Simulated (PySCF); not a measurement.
Cl₂ (SMILES ClCl), singlet, geometry from GFN2-xTB. Base run: HF/3-21G run with PySCF.

The PySCF input:
```python
from pyscf import gto, scf

mol = gto.Mole()
mol.atom = '''
    Cl   -0.00000000   -0.00000000   -1.00842595
    Cl    0.00000000    0.00000000    1.00842595
'''
mol.basis = '3-21g'
mol.verbose = 4
mol.build()

mf = scf.RHF(mol)
mf.kernel()
```

The base run was repeated with changes; each row names its change, and settings that it needs were set with it.

```csv
change,E (Eh),HOMO (eV),HOMO-LUMO gap (eV)
base,-914.53210,-12.58,12.77
functional = tpss,-915.94389,-7.64,2.97
functional = blyp; dispersion = d3bj,-915.89333,-7.22,2.72
functional = pbe0,-915.60187,-9.02,5.25
functional = wb97x,-915.89378,-11.53,9.97
"functional = pw91,pw91",-915.86910,-7.49,2.72
functional = lc_wpbe,-915.63148,-11.95,10.50
functional = pbe,-915.51991,-7.45,2.72
functional = m06l,-915.89302,-7.87,2.96
functional = mn12l,-915.77282,-8.33,3.81
functional = blyp; dispersion = d3zero,-915.89089,-7.22,2.72
functional = x3lyp,-915.83610,-8.70,4.91
functional = m06,-915.87909,-8.85,5.01
```

Total energies compare only within one method and basis.
